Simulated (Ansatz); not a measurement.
Geometry optimisation, RKS BHLYP/def2-SVP (Ansatz).

Input file:

```yaml
crystal:
  periodic: [false, false, false]
  atoms:
    - { symbol: B, position_ang: [0.051938, 0.342425, -0.036881] }
    - { symbol: F, position_ang: [-0.047617, 0.40886, 1.274332] }
    - { symbol: F, position_ang: [1.200096, 0.538489, -0.610705] }
    - { symbol: F, position_ang: [-1.032831, 0.20324, -0.747626] }
    - { symbol: O, position_ang: [0.144292, -2.177813, 0.589869] }
    - { symbol: H, position_ang: [-0.750041, -2.461009, 0.401255] }
    - { symbol: H, position_ang: [0.075964, -1.707793, 1.444357] }
basis:
  gaussian: { orbitals: def2-SVP }
hamiltonian:
  xc: { name: BHLYP }
relax:
  f_tol: 0.03
  max_steps: 50
output:
  orbitals: {}
```

Launched with:

```bash
$ ansatz run input.yaml --threads 1 --pin off --max-ram 2048MiB --backend cpu --events-out ev --progress --plain --runs-dir out
```

Question: Where does it end, and by what steps?

Answer: The forces met the threshold. After 9 steps the energy has fallen by 0.318 eV; O5 moved furthest, 0.49 Å. Joined: B1–O5 (2.60 → 1.75 Å).

```tsv
step	energy less start (eV)	largest force component (eV/Å)	accepted
0	0.0000	0.874	yes
1	0.0120	2.682	no
2	-0.0539	0.855	yes
3	-0.0978	1.022	yes
4	-0.1704	1.678	yes
5	-0.2394	1.760	yes
6	-0.3018	0.383	yes
7	-0.3171	0.068	yes
8	-0.3180	0.038	yes
9	-0.3182	0.005	yes
```

```xyz
7
Properties=species:S:1:pos:R:3
B 0.032 0.004 0.084
F -0.074 0.543 1.309
F 1.172 0.220 -0.564
F -1.089 -0.013 -0.654
O 0.128 -1.690 0.510
H -0.646 -2.141 0.164
H 0.117 -1.776 1.466
```

Whether the end is a true minimum wasn't checked by a vibrational analysis.

Time of the run: 31 s on 1 thread of Arm Neoverse V1, with other jobs on the host, peak memory 0.15 GiB.
